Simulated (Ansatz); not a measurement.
MO3F with several metals: r2SCAN-D4/def2-TZVP single points in Ansatz on relaxed structures, gas phase. Core potentials for Re, Tc, no spin–orbit coupling. Binding counts from free atoms in the multiplicity of their measured ground term, without zero-point energy. The structures are stationary points that may keep the symmetry of their start. Remarks come from the PBE and PBE0 runs and from stability tests at other levels; not every state was tested. HOMO above LUMO (over both spins in singlets and doublets, within one spin in higher multiplets; at PBE or PBE0), or a gap under 0.15 eV within one spin, warns that the state may not be the lowest or that an electron is smeared out.

```csv
species,atoms,state,geometry,HOMO (eV),LUMO (eV),gap (eV),vertical IE (eV),vertical triplet (eV),binding per atom (eV),point group (within 0.1 Å),remarks
ReO3F,5,singlet,PBE0-D4/def2-SVP,-8.96,-3.94,5.02,12.28,4.46,4.94,C3v,gap within one spin near zero at PBE or PBE0 (triplet)
TcO3F,5,singlet,r2SCAN-D4/def2-SVP,-9.06,-4.85,4.22,12.37,3.63,4.63,C3v,"restricted SCF unstable in HF, spin-contaminated (⟨S²⟩ up to 0.85) (+1 doublet), gap within one spin near zero at PBE or PBE0 (triplet)"
MnO3F,5,singlet,B3LYP-D4/def2-SVP,-9.04,-6.43,2.60,12.43,1.87,3.60,C3v,"restricted SCF unstable in HF, spin-contaminated (⟨S²⟩ up to 1.02) (+1 doublet), gap within one spin near zero at PBE or PBE0 (triplet)"
```

The gap (eV) runs from 2.60 (MnO3F) to 5.02 (ReO3F). The vertical IE (eV) runs from 12.28 (ReO3F) to 12.43 (MnO3F). The vertical triplet (eV) runs from 1.87 (MnO3F) to 4.46 (ReO3F).
